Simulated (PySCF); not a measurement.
AlF$_{2}$ (SMILES [F][Al][F]), doublet, at a GFN2-xTB geometry (such geometries of metal compounds can be far from the true shape).

PySCF was given this input:
```python
from pyscf import gto, scf
import numpy

mol = gto.M(
    atom='''
Al   -0.004514    0.349223    0.001953
F     1.554844   -0.232160   -0.001251
F    -1.548323   -0.272273   -0.001571
''',
    basis='aug-cc-pvtz',
    charge=0,
    spin=1,
    verbose=4,
)
print('smallest overlap eigenvalue', numpy.linalg.eigvalsh(mol.intor('int1e_ovlp'))[0])

mf = scf.UHF(mol)
mf = mf.density_fit(auxbasis='def2-universal-jkfit')
mf.kernel()
mf.analyze()
```

Estimate the HOMO energy that DF-HF/aug-cc-pVTZ (PySCF) returns for this input.

-9.35 eV

Predict the dipole moment from DF-HF/aug-cc-pVTZ.

0.64 D

What number of basis functions does DF-HF/aug-cc-pVTZ give?

142

Give the total energy at the level DF-HF/aug-cc-pVTZ.

-441.0041 Eh

These values belong to the state on which the SCF converged, which isn't shown to be the lowest.
